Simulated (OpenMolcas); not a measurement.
**Fe2+: effect of the metal basis**

Fe2+ with its 6 nearest fluoride ions at 2.063 Å, on the Li site of LiF (a = 4.028 Å, distance in the model lattice 2.014 Å). The rest of the host is ab initio model potentials to 7.6 Å and point charges beyond; the distance is set by hand and nothing relaxes, and no local charge compensation is placed.

| Item | Value |
| --- | --- |
| Program | OpenMolcas 26.06 |
| Method | CASSCF |
| Spin-orbit coupling | RASSI with atomic mean-field integrals over the reference wave functions |

Fixed: ligand basis ANO-RCC-VDZP, active space 6 electrons in 5 orbitals (3d), DKH2 Hamiltonian.

States (labels of O, the rotations of Oh). Energies in cm-1 above the lowest state or level, χT in cm3 K/mol; under a threefold ground state the first gap can be a small split of the lowest multiplet, not the spin-orbit step.

| Run | Metal basis | Ground state | First state of that spin | First gap with spin-orbit (degeneracies) | χT at 300 K | First state of another spin | Cost |
| --- | --- | --- | --- | --- | --- | --- | --- |
| A | ANO-RCC-VDZP | 5T2 | 5E 9725 | 191.7 (3, 2) | 4.062 | 3T1 15408 | roughly 30 core-seconds |
| B | ANO-RCC-VTZP | 5T2 | 5E 9233 | 190.9 (3, 2) | 4.066 | 3T1 16042 | roughly 50 core-seconds |

Against A, the first state of the same spin changes by -5.1 % in B.

Costs are those of the RASSCF and RASSI steps.

An orbital triplet at a regular site is open to Jahn-Teller coupling, which can distort the site and quench the lowest spin-orbit gaps and is left out. Without dynamic correlation the repulsion within the d shell is too large (B by tens of per cent), so at a given field states of lower spin stand too high. Ligand-to-metal charge-transfer states are missing. With no ligand orbital active B as a rule stays too high, so bands that hang on it stand too high and its fall with covalency is understated. With metal d orbitals alone and no dynamic correlation 10Dq can be off by a tenth to a fifth, either way, in oxide and fluoride hosts. No measured value stands beside these numbers; the geometry was set by hand and not optimised.
